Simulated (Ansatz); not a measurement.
Input file for Ansatz (a quantum-chemistry and plane-wave program): U-RI-MP2/cc-pVQZ on C6H13 (SMILES C[CH]CCCC). The basis file is the Basis Set Exchange's JSON of that set.

Ansatz 0.2 input:
```yaml
crystal:
  periodic: [false, false, false]
  atoms:
    - {symbol: C, position_ang: [-2.78315098, 0.16874409, 0.35128676]}
    - {symbol: C, position_ang: [-1.84152440, 0.71240883, -0.66791303]}
    - {symbol: C, position_ang: [-0.45655182, 0.17348283, -0.81805066]}
    - {symbol: C, position_ang: [0.52840721, 0.68041830, 0.26189628]}
    - {symbol: C, position_ang: [1.96735366, 0.18020739, 0.08992342]}
    - {symbol: C, position_ang: [2.13672237, -1.33111534, 0.25177579]}
    - {symbol: H, position_ang: [-2.57701324, 0.56399441, 1.36999744]}
    - {symbol: H, position_ang: [-2.70534674, -0.93044829, 0.42905525]}
    - {symbol: H, position_ang: [-3.83144802, 0.42427124, 0.12652584]}
    - {symbol: H, position_ang: [-2.07490714, 1.67951093, -1.12781006]}
    - {symbol: H, position_ang: [-0.04900219, 0.44233961, -1.80925369]}
    - {symbol: H, position_ang: [-0.48755975, -0.93091762, -0.77949980]}
    - {symbol: H, position_ang: [0.15395536, 0.38468773, 1.25871575]}
    - {symbol: H, position_ang: [0.52324695, 1.78395116, 0.24945772]}
    - {symbol: H, position_ang: [2.34063397, 0.48901180, -0.90365596]}
    - {symbol: H, position_ang: [2.60874540, 0.69569586, 0.82593367]}
    - {symbol: H, position_ang: [1.58825842, -1.89252598, -0.52108486]}
    - {symbol: H, position_ang: [1.76339140, -1.66921912, 1.23331068]}
    - {symbol: H, position_ang: [3.19598955, -1.62469782, 0.17938946]}
basis:
  gaussian:
    orbitals: cc-pVQZ
    fitting: {mean_field: def2-universal-JKFIT, correlation: cc-pVQZ-RIFIT.json}
magnetization: {spin_polarized: true, initial_magnetization: 1}
correlation: {method: mp2, electrons: outside_noble_gas}
scf: {omitted_lower_state_checks: [cluster_reference]}
```

Question: Give the final energy of this run.

Answer: -235.9245 hartree.

Question: How many basis functions does it have, and what does it roughly cost on one machine?

Answer: 720 functions; roughly 50 core-seconds.
